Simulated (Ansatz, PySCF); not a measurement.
Gas-phase reaction (SMILES): C[O][Al]([NH2])[NH2] + N (NH3) → [NH2][Al]([NH2])[NH2] + CO (CH4O); ammonia cleaves one Al-O bond, a model of a ligand-exchange step.

Each molecule is optimised on its own at B3LYP-D3(BJ)/def2-TZVP (Ansatz, a first-principles code), one conformer each, not searched for the lowest. Correlated levels leave the core frozen unless marked. No spin-orbit coupling. Non-relativistic. Basis-set limits of correlation are two-point, X^-3; Hartree-Fock from the larger set. Thermal terms are rigid-rotor harmonic-oscillator values from B3LYP-D3(BJ) frequencies (Ansatz or PySCF) at 298.15 K and 1 atm. 1 Eh = 627.5095 kcal/mol.

| species | E, CCSD(T)/CBS(cc-pV(T+d)Z,cc-pV(Q+d)Z) (Ansatz) (Eh) | E, r2SCAN-D4/def2-TZVPD (Ansatz + dftd4) (Eh) | H - E (Eh) |
|---|---|---|---|
| C[O][Al]([NH2])[NH2] | -468.97136 | -469.55846 | 0.10237 |
| N (NH3) | -56.50369 | -56.54744 | 0.03799 |
| [NH2][Al]([NH2])[NH2] | -409.84651 | -410.38149 | 0.08441 |
| CO (CH4O) | -115.60979 | -115.70530 | 0.05533 |

Work out ΔE and ΔH at 298.15 K at the first level, then ΔH at the second.


1. ΔE = [(-409.84651) + (-115.60979)] - [(-468.97136) + (-56.50369)] = 0.01875 Eh = 11.8 kcal/mol at CCSD(T)/CBS(cc-pV(T+d)Z,cc-pV(Q+d)Z).
2. The terms H - E add up to -0.00062 Eh, so ΔH = (0.01875 + (-0.00062))×627.5095 = 11.4 kcal/mol.
3. At r2SCAN-D4/def2-TZVPD the same steps give ΔE = 12.0 and ΔH = 11.6 kcal/mol, a shift of +0.2 from the first level.
4. These values are not checked against measurement here, since the tables used lack a sound gas-phase enthalpy of formation for at least one species.
